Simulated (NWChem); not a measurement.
System: C2H3FN2Si; SMILES C1C=N[SiH](N=1)F

NWChem printed, in part:

```
             Northwest Computational Chemistry Package (NWChem) 7.3.0
             --------------------------------------------------------

 CS  symmetry detected

                             Geometry "geometry" -> ""
                             -------------------------

 Output coordinates in angstroms (scale by  1.889725989 to convert to a.u.)

  No.       Tag          Charge          X              Y              Z
 ---- ---------------- ---------- -------------- -------------- --------------
    1 F                    9.0000    -0.55016467    -1.96882347     0.00000000
    2 Si                  14.0000     0.42583126    -0.69644745     0.00000000
    3 N                    7.0000     0.06770283     0.40949320     1.35283400
    4 C                    6.0000    -0.23508636     1.50533063     0.76807600
    5 C                    6.0000    -0.23508636     1.50533063    -0.76807600
    6 N                    7.0000     0.06770283     0.40949320    -1.35283400
    7 H                    1.0000     1.82644138    -1.16249550     0.00000000
    8 H                    1.0000    -0.48170011     2.41764933     1.32244500
    9 H                    1.0000    -0.48170011     2.41764933    -1.32244500

 Effective nuclear repulsion energy (a.u.)     283.9336545352

      Symmetry information
      --------------------

 Group name             Cs
 Group number              2
 Group order               2
 No. of unique centers     6

                                 NWChem DFT Module
                                 -----------------

 Summary of "ao basis" -> "ao basis" (spherical)
 ------------------------------------------------------------------------------
       Tag                 Description            Shells   Functions and Types
 ---------------- ------------------------------  ------  ---------------------
 F                         def2-tzvp                11       31   5s3p2d1f
 Si                        def2-tzvp                13       37   5s5p2d1f
 N                         def2-tzvp                11       31   5s3p2d1f
 C                         def2-tzvp                11       31   5s3p2d1f
 H                         def2-tzvp                 4        6   3s1p

      Symmetry analysis of basis
      --------------------------

        a'        119
        a"         91

            General Information
            -------------------
          SCF calculation type: DFT
          Wavefunction type:  closed shell.
          No. of atoms     :     9
          No. of electrons :    52
           Alpha electrons :    26
            Beta electrons :    26
          Charge           :     0
          Spin multiplicity:     1
          Use of symmetry is: on ; symmetry adaption is: on
          Maximum number of iterations: 150
          AO basis - number of functions:   210
                     number of shells:    80
          Convergence on energy requested:  1.00D-06
          Convergence on density requested:  1.00D-05
          Convergence on gradient requested:  5.00D-04

              XC Information
              --------------
                    Becke 1988 Exchange Functional  1.000
              Lee-Yang-Parr Correlation Functional  1.000

             Grid Information
             ----------------
          Grid used for XC integration:  medium
          Radial quadrature: Mura-Knowles
          Angular quadrature: Lebedev.
          Tag              B.-S. Rad. Rad. Pts. Rad. Cut. Ang. Pts.
          ---              ---------- --------- --------- ---------
          F                   0.50       49          12.0       434
          Si                  1.10       88          11.0       590
          N                   0.65       49          10.0       434
          C                   0.70       49          10.0       434
          H                   0.35       45          12.0       434
          Grid pruning is: on
          Number of quadrature shells:   325
          Spatial weights used:  Erf1

      Superposition of Atomic Density Guess
      -------------------------------------

 Sum of atomic energies:        -573.71867650

      Non-variational initial energy
      ------------------------------

 Total energy =    -576.443199
 1-e energy   =   -1354.323131
 2-e energy   =     493.946278
 HOMO         =      -0.300115
 LUMO         =      -0.115346

      Symmetry analysis of molecular orbitals - initial
      -------------------------------------------------

  Numbering of irreducible representations:

     1 a'          2 a"

  Orbital symmetries:

     1 a'          2 a'          3 a'          4 a"          5 a'
     6 a"          7 a'          8 a'          9 a'         10 a"
    11 a'         12 a'         13 a"         14 a'         15 a'
    16 a"         17 a'         18 a'         19 a"         20 a'
    21 a'         22 a"         23 a'         24 a"         25 a"
    26 a'         27 a'         28 a"         29 a'         30 a"
    31 a'         32 a'         33 a"         34 a'         35 a'
    36 a"

------------------------------------------------------------
EAF file 0: "./job.aoints.0" size=572522496 bytes
------------------------------------------------------------
               write      read    awrite     aread      wait
               -----      ----    ------     -----      ----
     calls:     1092         0         0         0         0
   data(b): 5.73e+08  0.00e+00  0.00e+00  0.00e+00
   time(s): 0.00e+00  0.00e+00  0.00e+00  0.00e+00  0.00e+00
rate(mb/s): 0.00e+00  0.00e+00
------------------------------------------------------------

     ---------------------------------------------
      Total Density - Mulliken Population Analysis
     ---------------------------------------------

[...]
```

Level: BLYP/def2-TZVP. Coordinates come from a B3LYP/6-31G* (spherical d) optimisation.

Q: Which NWChem input produces such a log?

A: Several could match; the one computed here: the input that was run:
```
start job
memory heap 200 mb stack 900 mb global 1100 mb
geometry units angstroms noautoz
  F     -0.577351     1.973845     0.000000
  Si     0.407909     0.708629     0.000000
  N      0.057865    -0.399897     1.352834
  C     -0.236915    -1.497916     0.768076
  C     -0.236915    -1.497916    -0.768076
  N      0.057865    -0.399897    -1.352834
  H      1.805079     1.184891     0.000000
  H     -0.476861    -2.412011     1.322445
  H     -0.476861    -2.412011    -1.322445
end
basis spherical
  * library def2-tzvp
end
dft
  xc becke88 lyp
  iterations 150
  semidirect filesize 400000000
  mulliken
end
task dft energy
```
